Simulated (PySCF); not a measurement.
## Energy of Tl⁺ (thallium, charge +1) between two integer charges

The 6s beta orbital of [Xe] 4f14 5d10 6s2 is emptied in steps (occupation f), with all orbitals relaxed, ending at [Xe] 4f14 5d10 6s1. Computed with PySCF 2.14 in aug-cc-pVTZ-PP with ECP60MDF, with a scalar-relativistic core potential. The exact energy is a straight line in f; departures are measured from the line between the end points of the same method.

| f | UHF (eV) | LDA (eV) | PBE (eV) | PBE0 (eV) | r2SCAN (eV) | LC-wPBE (eV) | BHandHLYP (eV) | wB97X (eV) | r2SCAN0 (eV) | BLYP (eV) |
| --- | --- | --- | --- | --- | --- | --- | --- | --- | --- | --- |
| 1 | 0.000 | 0.000 | 0.000 | 0.000 | 0.000 | 0.000 | 0.000 | 0.000 | 0.000 | 0.000 |
| 0.9 | 0.031 | -0.388 | -0.382 | -0.276 | -0.347 | -0.032 | -0.182 | -0.073 | -0.251 | -0.389 |
| 0.7 | 0.071 | -0.909 | -0.895 | -0.645 | -0.812 | -0.075 | -0.426 | -0.170 | -0.587 | -0.911 |
| 0.5 | 0.083 | -1.085 | -1.070 | -0.770 | -0.968 | -0.091 | -0.510 | -0.202 | -0.698 | -1.089 |
| 0.3 | 0.068 | -0.914 | -0.902 | -0.648 | -0.813 | -0.077 | -0.432 | -0.168 | -0.586 | -0.919 |
| 0.1 | 0.029 | -0.392 | -0.388 | -0.278 | -0.349 | -0.033 | -0.186 | -0.069 | -0.251 | -0.396 |
| 0 | 0.000 | 0.000 | 0.000 | 0.000 | 0.000 | 0.000 | 0.000 | 0.000 | 0.000 | 0.000 |

```json
{"method": "UHF", "E(f=0) − E(f=1) (eV)": "18.368", "−ε at f=1 (eV)": "18.721", "−ε at f=0.5 (eV)": "18.359"}
{"method": "LDA", "E(f=0) − E(f=1) (eV)": "20.985", "−ε at f=1 (eV)": "16.677", "−ε at f=0.5 (eV)": "20.971"}
{"method": "PBE", "E(f=0) − E(f=1) (eV)": "20.511", "−ε at f=1 (eV)": "16.271", "−ε at f=0.5 (eV)": "20.491"}
{"method": "PBE0", "E(f=0) − E(f=1) (eV)": "20.193", "−ε at f=1 (eV)": "17.132", "−ε at f=0.5 (eV)": "20.185"}
{"method": "r2SCAN", "E(f=0) − E(f=1) (eV)": "20.328", "−ε at f=1 (eV)": "16.480", "−ε at f=0.5 (eV)": "20.325"}
{"method": "LC-wPBE", "E(f=0) − E(f=1) (eV)": "19.932", "−ε at f=1 (eV)": "19.573", "−ε at f=0.5 (eV)": "19.927"}
{"method": "BHandHLYP", "E(f=0) − E(f=1) (eV)": "19.946", "−ε at f=1 (eV)": "17.929", "−ε at f=0.5 (eV)": "19.931"}
{"method": "wB97X", "E(f=0) − E(f=1) (eV)": "20.154", "−ε at f=1 (eV)": "19.348", "−ε at f=0.5 (eV)": "20.160"}
{"method": "r2SCAN0", "E(f=0) − E(f=1) (eV)": "20.139", "−ε at f=1 (eV)": "17.351", "−ε at f=0.5 (eV)": "20.143"}
{"method": "BLYP", "E(f=0) − E(f=1) (eV)": "20.536", "−ε at f=1 (eV)": "16.225", "−ε at f=0.5 (eV)": "20.514"}
```

Orbital energy along the path (eV):

```tsv
f	UHF	LDA	PBE	PBE0	r2SCAN	LC-wPBE	BHandHLYP	wB97X	r2SCAN0	BLYP
1	-18.721	-16.677	-16.271	-17.132	-16.480	-19.573	-17.929	-19.348	-17.351	-16.225
0.9	-18.643	-17.527	-17.105	-17.738	-17.239	-19.644	-18.325	-19.505	-17.905	-17.071
0.7	-18.496	-19.241	-18.788	-18.957	-18.773	-19.785	-19.123	-19.829	-19.021	-18.782
0.5	-18.359	-20.971	-20.491	-20.185	-20.325	-19.927	-19.931	-20.160	-20.143	-20.514
0.3	-18.231	-22.716	-22.213	-21.422	-21.875	-20.071	-20.752	-20.490	-21.257	-22.267
0.1	-18.111	-24.469	-23.951	-22.664	-23.427	-20.224	-21.595	-20.792	-22.369	-24.044
0	-18.053	-25.349	-24.823	-23.282	-24.202	-20.305	-22.028	-20.890	-22.922	-24.942
```

Reference removal energy between the ground levels: 20.428 eV (measured; NIST Atomic Spectra Database, ionization energies). UHF lacks correlation.
